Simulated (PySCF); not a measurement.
Compound: (F2In-mu-F)2.
Bonds: In1–F2, In1–F3, In1–F4, In1–F8, F4–In5, In5–F6, In5–F7, In5–F8.

A GFN2-xTB structure was refined with PBE0-D3(BJ)/def2-SVP geometry optimisation, gas phase, def2 core potentials past Kr in PySCF. Its GFN2-xTB values:

| coordinate | GFN2-xTB |
| --- | --- |
| In1–F2 | 2.007 Å |
| In1–F4 | 2.127 Å |
| F4–In5 | 2.295 Å |
| In1–F4–In5 | 104.1° |
| F2–In1–F3 | 133.9° |
| F2–In1–F4 | 107.5° |
| F2–In1–F8 | 102.9° |
| F4–In1–F8 | 77.1° |
| In1–F4–In5–F6 | -108° |
| F2–In1–F4–In5 | 102° |
| F2–In1–F8–In5 | -107° |
| F4–In5–F8–In1 | 2° |

Task: How do these coordinates change at the PBE0-D3(BJ)/def2-SVP level?

Result: 
```csv
coordinate,PBE0-D3(BJ)/def2-SVP (Å or °),change
F4–In5,2.108,-0.187
In1–F2,1.929,-0.078
In1–F4,2.109,-0.018
F2–In1–F8,108.3,+5.4
F2–In1–F3,132.6,-1.3
F2–In1–F4,108.7,+1.2
F4–In1–F8,76.0,-1.1
In1–F4–In5,104.0,-0.1
F2–In1–F4–In5,105,+3
In1–F4–In5–F6,-105,+3
F2–In1–F8–In5,-105,+2
F4–In5–F8–In1,0,-2
```

The energy falls by 0.452 eV over 9 energy and gradient evaluations, the largest force component goes from 0.0602 to 2.9e-04 Eh/bohr, and the atoms move by 0.090 Å rms after alignment. The bond that changes most is F4–In5 (ends: fluorine bonded to 2 In; indium bonded to 4 F), which shortens by 0.187 Å. Bonds longer at the end by more than 0.005 Å: 1 of 8; shorter: 6. Rotational constants go from 1630, 405.7, 356.4 to 1677, 439.7, 382.1 MHz.

The run used 136 basis functions and 58 SCF cycles in all. Time: 88 s of wall time; peak memory 0.56 GiB. Hardware: Arm Neoverse V2, one thread, shared host.

Stationary, but not proved a minimum. The numbers are those of one conformer.
